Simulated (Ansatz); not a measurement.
Basis-set extrapolation for B$_{2}$F$_{2}$H$_{4}$, SMILES `[BH2-]1[F+][BH2-][F+]1` (PBE0-D4/def2-TZVP geometry, frozen core, Ansatz). Multiplicity 1, RHF reference.

|  | def2-TZVPP | def2-QZVPP |
| --- | --- | --- |
| HF | -250.738610 | -250.749999 |
| MP2 correlation | -0.731565 | -0.793381 |
| CCSD(T) correlation | -0.780168 | not run |

Energies in hartree. Use E(X) = E(∞) + A·exp(−7.88·√X) for Hartree–Fock and E(X) = E(∞) + B·X^(−2.97) for correlation, with X = 3 and 4, and add CCSD(T) minus MP2 of the smaller set to the MP2 limit.

Task: What is the CCSD(T) energy at the basis-set limit?

Result: HF limit: -250.749999 + (-0.011389) × 0.13774 = -250.75157. MP2 limit: -0.793381 + (-0.061816) × 0.74074 = -0.83917. Higher-order term: -0.780168 − (-0.731565) = -0.04860. Total: -251.63934 hartree, 75.7 kcal/mol below CCSD(T)/def2-TZVPP.
